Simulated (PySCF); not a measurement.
Cl₃H₃Si₂, SMILES [SiH3][Si](Cl)(Cl)Cl.

Coordinates come from a B3LYP-D3(BJ)/def2-SVP optimisation.

Two levels are set side by side: TDA-PBE/def2-SVPD (PySCF) and TDA-M06-2X/def2-SVPD (PySCF). Vertical, same geometry. The lowest singlet is HOMO→LUMO 93 % with PBE and HOMO→LUMO+2 87 % with the other functional; states are paired by order. Differences are taken from unrounded values.

| quantity | TDA-M06-2X |
|---|---|
| lowest singlet excitation (eV) | 7.01 |
| lowest triplet excitation (TDA) (eV) | 6.28 |
| first bright state (f over 0.05) (eV) | 7.05 |
| its oscillator strength | 0.22 |

What does TDA-PBE give, and how far is it from TDA-M06-2X? (An estimate is asked for; the answer gives what the named calculation found.)


| quantity | TDA-PBE | TDA-PBE minus TDA-M06-2X |
|---|---|---|
| lowest singlet excitation (eV) | 6.13 | -0.88 |
| lowest triplet excitation (TDA) (eV) | 5.61 | -0.67 |
| first bright state (f over 0.05) (eV) | 6.13 | -0.93 |
| its oscillator strength | 0.10 | -0.12 |

A lower first singlet is the usual sign of a functional without exact exchange. Differences between two approximate levels are no errors against the true value.

Rough cost on one machine, each run with all the roots and properties that it gave: TDA-M06-2X against TDA-PBE about 10 times.
